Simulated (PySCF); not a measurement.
Job file and geometry (Å, from GFN2-xTB) of an NMR shielding run on SMILES C=C1C[C@@H](B(C)C)[C@@H]1Cl, C7H12BCl, GIAO PBE0/pcSseg-1 NMR shielding, non-relativistic, gas phase (PySCF 2.14.0, density-fitted response routines); density fitting, a coarse starting grid and PySCF grid level 2 are the driver's defaults:

```
$ OMP_NUM_THREADS=1 python probes_run.py task.json out

{"job": {"kind": "nmr", "xc": "PBE0", "basis": "pcSseg-1"}, "charge": 0, "multiplicity": 1}
C      3.365328    -0.012428     0.501403
C      2.061837     0.072981     0.339328
C      1.154117     0.930555    -0.500444
C     -0.041082     0.451800     0.365942
B     -1.400576    -0.028291    -0.283341
C     -2.288366    -1.086683     0.469917
C     -1.877208     0.587205    -1.652455
C      0.899838    -0.581700     1.026050
Cl     0.954540    -0.591393     2.809572
H      3.799252    -0.678317     1.228154
H      4.046447     0.586222    -0.079684
H      1.097258     0.601984    -1.537569
H      1.372123     1.996922    -0.481062
H     -0.286181     1.224882     1.101500
H     -3.031443    -0.550276     1.062006
H     -2.849500    -1.733490    -0.201142
H     -1.737045    -1.712141     1.167455
H     -1.464214     1.571803    -1.859143
H     -2.960110     0.645620    -1.737266
H     -1.545764    -0.063530    -2.463124
H      0.721828    -1.614785     0.723432
```

Question: Write the output of this run.

Answer: 
```
coarse grid: 17752 points
cycle   1  E = -758.2757468846  dE =  1.038e+00  |g| = 5.381e-01  |ddm| = 4.160e+00
cycle   2  E = -758.2706857138  dE =  5.061e-03  |g| = 5.711e-01  |ddm| = 1.002e+00
cycle   3  E = -758.3526393430  dE = -8.195e-02  |g| = 7.455e-02  |ddm| = 5.383e-01
cycle   4  E = -758.3536148356  dE = -9.755e-04  |g| = 4.384e-02  |ddm| = 1.158e-01
cycle   5  E = -758.3540725082  dE = -4.577e-04  |g| = 1.029e-02  |ddm| = 4.916e-02
cycle   6  E = -758.3540972614  dE = -2.475e-05  |g| = 2.333e-03  |ddm| = 1.304e-02
cycle   7  E = -758.3540984136  dE = -1.152e-06  |g| = 8.013e-04  |ddm| = 3.047e-03
final grid: 165880 points
cycle   8  E = -758.4049799648  dE = -5.591e-05  |g| = 9.735e-03  |ddm| = 3.978e-02
cycle   9  E = -758.4049726019  dE =  7.363e-06  |g| = 1.101e-02  |ddm| = 1.979e-02
cycle  10  E = -758.4050032611  dE = -3.066e-05  |g| = 1.840e-03  |ddm| = 1.230e-02
cycle  11  E = -758.4050040131  dE = -7.520e-07  |g| = 4.435e-04  |ddm| = 2.193e-03
cycle  12  E = -758.4050040596  dE = -4.651e-08  |g| = 1.003e-04  |ddm| = 4.006e-04
cycle  13  E = -758.4050040618  dE = -2.211e-09  |g| = 3.186e-05  |ddm| = 1.328e-04
cycle  14  E = -758.4050040621  dE = -2.319e-10  |g| = 6.640e-06  |ddm| = 3.273e-05
converged SCF energy = -758.4050040621

GIAO shielding tensors (ppm)
atom      isotropic    diamagn.    paramagn.     s11        s22        s33       span
  0 C       68.252     251.513    -183.260    -45.168     82.581    167.344    212.512
  1 C       29.065     264.938    -235.873    -81.518     27.882    140.832    222.350
  2 C      155.333     247.657     -92.324    141.663    150.449    173.888     32.225
  3 C      139.063     249.940    -110.877    120.811    137.527    158.851     38.040
  4 B       10.371     185.485    -175.114    -45.616    -38.953    115.681    161.297
  5 C      174.548     252.823     -78.275    154.575    181.326    187.743     33.168
  6 C      173.599     252.626     -79.027    153.743    176.466    190.587     36.843
  7 C      123.849     246.351    -122.501     98.158    130.857    142.533     44.376
  8 Cl     738.165    1147.929    -409.764    542.268    618.450   1053.776    511.508
  9 H       25.990      30.084      -4.094     22.244     24.757     30.968      8.725
 10 H       26.232      29.657      -3.426     23.014     25.276     30.406      7.392
 11 H       29.124      31.997      -2.873     24.958     28.881     33.531      8.573
 12 H       28.642      31.147      -2.505     25.278     26.702     33.947      8.670
 13 H       29.434      31.623      -2.189     27.099     30.055     31.148      4.049
 14 H       31.107      29.011       2.097     26.802     29.377     37.142     10.340
 15 H       30.715      29.647       1.068     26.811     29.239     36.095      9.284
 16 H       30.316      31.930      -1.614     25.274     30.793     34.881      9.607
 17 H       30.731      31.488      -0.757     26.200     31.022     34.970      8.771
 18 H       30.627      29.030       1.597     26.590     29.358     35.932      9.343
 19 H       31.167      30.261       0.906     27.344     29.514     36.643      9.299
 20 H       27.085      31.616      -4.531     24.165     26.578     30.511      6.345
```

Size and cost of the density-fitted run: 220 basis functions, 42 s wall time on 1 thread of an Arm Neoverse V1, shared host; peak memory 1.1 GiB.
